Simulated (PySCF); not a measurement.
KCl, SMILES [Cl][K]. Geometry optimised at PBE0-D3(BJ)/def2-TZVPD.

Question: Give the equilibrium geometry at PBE0-D3(BJ)/def2-TZVPD (PySCF confirms it by a frequency run) as Cartesian coordinates in Å, and its point group. (Estimate from the structure and the level; the computed values follow.)

Answer: point group C∞v.
```xyz
2

K      0.0000     0.0000    -1.2723
Cl     0.0000     0.0000     1.4220
```
